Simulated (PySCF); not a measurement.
Compound: SiF6 (charge -2).
SMILES: `F[Si-2](F)(F)(F)(F)F`

Computed, not measured: PBE0-D3(BJ)/def2-TZVP geometry optimisation, gas phase in PySCF.

Masses are those of the commonest isotopes; rigid-rotor values at the optimised geometry. 

Q: What are A, B and C (MHz)?

A: Ia = 223.32, Ib = 223.46, Ic = 223.65 u·Å²; 505379 MHz·u·Å²/I gives A = 2263, B = 2262, C = 2260 MHz.

Q: Classify the top.

A: A spherical top, as the point group Oh requires three equal moments; the computed ones differ by 0.15 % because the geometry is symmetric only within the optimiser's tolerance.

The point group Oh allows no dipole (computed: 0.01 D (about the centre of mass, as the species is charged)), so a rigid rotor has no electric-dipole lines.

Whether it is a minimum is left open (no frequencies). Isolated species at its PBE0-D3(BJ)/def2-TZVP geometry, gas phase. Whether so highly charged an anion holds all its electrons in the gas phase wasn't checked; a finite basis holds them in any case. No counter-ion or solvent screens the charge of this multiply charged ion. Zero-point vibration and centrifugal distortion are left out.
